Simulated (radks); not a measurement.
Question: Ionisation of neutral oxygen, [He] 2s2 2p4, to [He] 2s2 2p3 as the strength of local exchange is varied. All-electron calculation, Dirac Kohn-Sham, Slater X-alpha exchange (alpha = 2/3 is LDA exchange), no correlation, spin-unpolarised, spherical densities, point nucleus; open shells are shared between the two j in proportion to 2j + 1. Program: a radial shooting solver on a logarithmic mesh with Libxc functionals.

alpha  E(O) (hartree)  exchange (hartree)  IE (eV)  -e of the level emptied (eV)  <r> of it (bohr)
0.667       -73.98456            -7.20522   15.152                 7.863 (2p3/2)             1.282
0.789       -75.31261            -8.65429   17.137                 9.537 (2p3/2)             1.234
0.813       -75.57625            -8.94404   17.541                 9.882 (2p3/2)             1.225
0.92        -76.76115           -10.25451   19.394                11.479 (2p3/2)             1.188
0.971       -77.33136           -10.88983   20.307                12.274 (2p3/2)             1.172
1.005       -77.71345           -11.31721   20.926                12.816 (2p3/2)             1.161
1.023       -77.91637           -11.54472   21.258                13.107 (2p3/2)             1.155
x           -73.59656            -6.78525   14.588                 7.395 (2p3/2)             1.297

Which alpha was used in the last row?

Answer: alpha = 0.631. NIST Atomic Spectra Database: 13.618 eV (measured). The central value is not met in this range of alpha. Spin polarisation and multiplet splitting are left out, so open shells lie too high by an amount that depends on their filling.

Beside tabulated values, note that spin-unpolarised runs miss the spin-polarisation part of the exchange energy of open shells.
